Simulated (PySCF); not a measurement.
Geometry:
```json
{"atom": "C1", "x (Å)": "2.119", "y (Å)": "-0.576", "z (Å)": "0.387"}
{"atom": "C2", "x (Å)": "0.997", "y (Å)": "-1.164", "z (Å)": "-0.491"}
{"atom": "C3", "x (Å)": "0.022", "y (Å)": "-0.184", "z (Å)": "0.181"}
{"atom": "N4", "x (Å)": "-0.958", "y (Å)": "0.449", "z (Å)": "-0.660"}
{"atom": "C5", "x (Å)": "-2.247", "y (Å)": "-0.193", "z (Å)": "-0.759"}
{"atom": "C6", "x (Å)": "-2.081", "y (Å)": "1.070", "z (Å)": "0.000"}
{"atom": "C7", "x (Å)": "1.231", "y (Å)": "0.663", "z (Å)": "0.610"}
{"atom": "H8", "x (Å)": "2.262", "y (Å)": "-1.153", "z (Å)": "1.313"}
{"atom": "H9", "x (Å)": "3.104", "y (Å)": "-0.422", "z (Å)": "-0.079"}
{"atom": "H10", "x (Å)": "1.123", "y (Å)": "-0.883", "z (Å)": "-1.548"}
{"atom": "H11", "x (Å)": "0.782", "y (Å)": "-2.241", "z (Å)": "-0.428"}
{"atom": "H12", "x (Å)": "-0.444", "y (Å)": "-0.661", "z (Å)": "1.073"}
{"atom": "H13", "x (Å)": "-2.413", "y (Å)": "-1.108", "z (Å)": "-0.175"}
{"atom": "H14", "x (Å)": "-2.714", "y (Å)": "-0.193", "z (Å)": "-1.750"}
{"atom": "H15", "x (Å)": "-2.136", "y (Å)": "1.003", "z (Å)": "1.095"}
{"atom": "H16", "x (Å)": "-2.424", "y (Å)": "2.023", "z (Å)": "-0.418"}
{"atom": "H17", "x (Å)": "1.213", "y (Å)": "1.131", "z (Å)": "1.606"}
{"atom": "H18", "x (Å)": "1.421", "y (Å)": "1.437", "z (Å)": "-0.148"}
```

Non-relativistic, no solvent model, a single conformation, equivalent nuclei averaged. Shieldings: GIAO KT3/pcSseg-1; geometry from PBE0-D3(BJ)/def2-SVP; PySCF 2.14.

Scale: TMS for ¹³C and ¹H; NH3 for ¹⁵N (reference shieldings calculated alike).

```tsv
atoms	nucleus	count	δ (ppm)
C3	¹³C	1	?
C5/C6	¹³C	2	25.8
H10/H18	¹H	2	2.07
C1	¹³C	1	19.4
H12	¹H	1	1.41
H11/H17	¹H	2	2.01
H8	¹H	1	1.60
H13/H14/H15/H16	¹H	4	?
N4	¹⁵N	1	45.6
C2/C7	¹³C	2	?
H9	¹H	1	1.72
```

Complete the table.

## Answers


- C3: 67.9 ppm, sp3 CH bonded to N; pulled downfield by the heteroatom
- C2/C7: 31.9 ppm, sp3 CH2 in a ring; saturated and bonded to C and H only
- H13/H14/H15/H16: 1.07 ppm, hydrogen on an aziridine ring carbon

Shifts are as computed, not scaled to solution data. Of 1211 compounds with measured shifts, 218 miss one by over three times the rms of a fit or turn the order of signals round; such compounds aren't used in these exercises. Experimental scales use liquid or dissolved standards, which lie at an offset from isolated NH3 (liquid NH3: subtract about 20 ppm).
